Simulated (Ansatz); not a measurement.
CH5FOSn (`FC[O][SnH3]`), relaxed with RKS PBE0-D4/def2-TZVP in Ansatz from a PBE-D4/def2-SVP geometry. The force threshold is 0.005 eV/Å; the program also tests the step.

Charge 0, multiplicity 1. Sn takes the def2 core potential.

Start:

```xyz
9

F     1.527    1.949   -1.067
C     0.879    1.151   -0.152
O     0.100    0.247   -0.846
Sn   -0.931   -1.206    0.116
H     1.668    0.652    0.474
H     0.268    1.827    0.506
H     0.213   -2.144    1.012
H    -2.076   -0.430    1.155
H    -1.648   -2.046   -1.197
```

(1) By how much does the energy fall, and how many steps does the optimiser take? (Estimate.)

(2) Which bonds change most? (Estimate.)

(3) Give the relaxed structure. (Estimate.)

Answers

(1) Ansatz gave: 5.35 kcal/mol, in 23 steps, 2 of them rejected.

(2) Computed: O3–Sn4 from 2.025 to 1.991 Å; Sn4–H8 from 1.730 to 1.700 Å; C2–H6 from 1.123 to 1.095 Å; C2–O3 from 1.380 to 1.354 Å.

(3) The calculation gave: 
```xyz
9

F     1.272    0.612   -1.214
C     0.782    1.218   -0.053
O    -0.483    0.808    0.204
Sn   -0.881   -1.142    0.134
H     1.497    0.947    0.738
H     0.790    2.298   -0.234
H     0.447   -1.928    0.859
H    -2.306   -1.234    1.056
H    -1.117   -1.580   -1.490
```
